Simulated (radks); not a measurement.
Results of a calculation; reference values are marked as such.
Question: These are the eigenvalues of the occupied orbitals of an atom or ion with whole-number occupations (eV). Code: a radial shooting solver on a logarithmic mesh with Libxc functionals. Model: Dirac Kohn-Sham, PBE, spin-unpolarised, spherical densities, finite nucleus; Fermi nuclear charge, rms radius of each element as measured or else 0.836 A^(1/3) + 0.57 fm.

| orbital | eigenvalue |
|---|---|
| 1s1/2 | -83023.70 |
| 2s1/2 | -14726.01 |
| 2p1/2 | -14134.45 |
| 2p3/2 | -12186.87 |
| 3s1/2 | -3515.151 |
| 3p1/2 | -3247.640 |
| 3p3/2 | -2816.257 |
| 3d3/2 | -2371.708 |
| 3d5/2 | -2279.268 |
| 4s1/2 | -794.2396 |
| 4p1/2 | -679.3386 |
| 4p3/2 | -575.1766 |
| 4d3/2 | -386.9924 |
| 4d5/2 | -367.5694 |
| 5s1/2 | -145.1036 |
| 4f5/2 | -125.4329 |
| 4f7/2 | -121.2384 |
| 5p1/2 | -107.0980 |
| 5p3/2 | -88.6898 |
| 5d3/2 | -36.9373 |
| 5d5/2 | -34.8815 |
| 6d3/2 | -9.4914 |

Which element is it, and in what charge state? The configuration may be excited. Open shells, if any, fill j = l - 1/2 first.

Answer: Z = 80, mercury, charge +2: Hg2+ in [Xe] 4f14 5d9 6d1. The list shows which subshells hold electrons but not how many an open one holds; the 1s level, -3051.1 hartree, gives Z - s = 78.1 by -(Z - s)^2/2, which with screening and relativity narrows Z to a few neighbours, and the depths of the outer levels then fix element, charge and occupations together.
